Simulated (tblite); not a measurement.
C5H15P3.
Cartesian coordinates in Å at the GFN2-xTB level; atoms count from 1:
```xyz
23
C5H15P3 angstrom
C     -2.303   -0.861   -1.357
P     -1.259    0.069   -0.372
C     -1.887    1.780   -0.354
C     -1.489   -0.489    1.357
P      0.979    0.569   -0.625
C      1.335   -0.985   -1.552
C      1.698    0.055    1.017
P      3.545    0.185    0.805
H     -2.077   -1.924   -1.302
H     -2.296   -0.512   -2.388
H     -1.300    2.391    0.332
H     -2.935    1.763   -0.060
H     -1.802    2.193   -1.357
H     -1.085   -1.492    1.480
H     -1.008    0.192    2.055
H     -2.563   -0.515    1.532
H      0.929   -0.890   -2.559
H      0.877   -1.845   -1.061
H      2.413   -1.126   -1.617
H      1.365    0.728    1.810
H      1.436   -0.976    1.270
H      3.571    1.577    0.790
H      3.851    0.141    2.165
```

Level: GFN2-xTB in tblite, geometry and Hessian alike; calculated harmonic values, unscaled, isolated species. The method is semi-empirical: single wavenumbers can be off by several per cent or more. Modes of hydrogen on phosphorus can be 10 to 20 % off. One conformer, not necessarily the lowest. The optimisation stopped once no atom felt more than 0.01 eV/Å.

Lowest wavenumbers of the output (negative numbers stand for imaginary wavenumbers):
```
mode    cm-1
  1     -28.8
  2      56.3
  3      90.4
  4     118.8
  5     132.7
  6     145.6
  7     153.1
  8     164.3
  9     169.9
 10     182.2
```

Is this structure a minimum?

Not by this Hessian. 1 mode is imaginary beyond 20i (29i cm⁻¹), so at this level the point lies at or near a first-order saddle. The curvature is small, so loose convergence or finite differences may be the whole cause.

Which atoms move in the imaginary mode?

29i: C6 (sp3 carbon bound to phosphorus) 19 %, C1 (carbon bonded to P and 2 H) 13 %, C3 (sp3 carbon bound to phosphorus) 12 %, C4 (sp3 carbon bound to phosphorus) 11 %. These are shares of the mass-weighted motion.

What is the remedy?

Step along that mode in both directions, optimise again with tighter thresholds and repeat the frequencies. The zero-point energy of this point (112.9 kcal/mol) counts the 62 real modes alone, and thermal corrections from it aren't those of a minimum.

The run took 1.1 s wall on one thread of an Arm Neoverse V2, on a shared host. The figure is for the frequency step alone.
